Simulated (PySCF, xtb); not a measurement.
B(H)(Cl)(NMe2) (C₂H₇BClN), SMILES CN(C)BCl.

GFN2-xTB run with xtb 6.7.1 at its own geometry gives an orbital gap of 5.33 eV and a dipole moment of 3.73 D.

The structure is a stationary point at B3LYP-D3(BJ)/def2-SVP. The structure was generated by enumeration, and PubChem lists no compound with its InChIKey, so it may never have been made. The values are those of a single conformer.

Problem. What does PBE/def2-TZVP (PySCF) give? (An estimate is asked for; the answer gives what the named calculation found.)

Solution. gap 5.41 eV (levels -6.19 and -0.78 eV), dipole 2.85 D.
